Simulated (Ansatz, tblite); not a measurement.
Dimethylphenylsulfonium salts: gap (eV) at several levels, gas phase, relaxed structures; Ansatz, xTB through tblite. Core potentials for I in the def2 sets, no spin–orbit coupling. The structures are stationary points that may keep the symmetry of their start.

```csv
species,state,geometry,GFN1-xTB,GFN2-xTB,PBE-D4/def2-SVP,PBE-D4/def2-TZVP,PBE0-D4/def2-SVP,PBE0-D4/def2-TZVP
dimethylphenylsulfonium bromide (C8H11BrS),singlet,PBE-D4/def2-SVP,0.42,1.10,1.90,2.19,3.84,4.10
dimethylphenylsulfonium iodide (C8H11IS),singlet,PBE0-D4/def2-SVP,0.21,0.60,1.24,1.45,3.03,3.23
dimethylphenylsulfonium hydroxide (C8H12OS),singlet,PBE-D4/def2-SVP,3.59,3.32,3.22,3.51,5.63,5.72
dimethylphenylsulfonium tetrafluoroborate (C8H11BF4S),singlet,PBE-D4/def2-SVP,2.78,3.45,3.74,4.13,6.39,6.30
dimethylphenylsulfonium dicyanamide (C10H11N3S),singlet,PBE-D4/def2-SVP,0.84,1.14,1.89,2.07,3.82,3.98
dimethylphenylsulfonium mesylate (C9H14O3S2),singlet,PBE0-D4/def2-SVP,3.26,2.93,2.62,2.92,5.09,5.33
```

Task: Estimate the rows for dimethylphenylsulfonium chloride (C8H11ClS) (singlet, r2SCAN-D4/def2-SVP geometry); dimethylphenylsulfonium 2,4-difluorobenzenesulfonate (C14H14F2O3S2) (singlet, PBE-D4/def2-SVP geometry).

Result: 
| species | state | geometry | GFN1-xTB | GFN2-xTB | PBE-D4/def2-SVP | PBE-D4/def2-TZVP | PBE0-D4/def2-SVP | PBE0-D4/def2-TZVP |
| --- | --- | --- | --- | --- | --- | --- | --- | --- |
| dimethylphenylsulfonium chloride (C8H11ClS) | singlet | r2SCAN-D4/def2-SVP | 2.86 | 1.79 | 2.03 | 2.43 | 4.09 | 4.47 |
| dimethylphenylsulfonium 2,4-difluorobenzenesulfonate (C14H14F2O3S2) | singlet | PBE-D4/def2-SVP | 3.05 | 2.69 | 2.46 | 2.73 | 4.90 | 5.05 |

Over the 8 species that have every level, the mean is 2.13 at GFN1-xTB, 2.13 at GFN2-xTB, 2.39 at PBE-D4/def2-SVP, 2.68 at PBE-D4/def2-TZVP, 4.60 at PBE0-D4/def2-SVP, 4.77 at PBE0-D4/def2-TZVP. Orbital gaps grow with the share of exact exchange and aren't one observable across functionals.
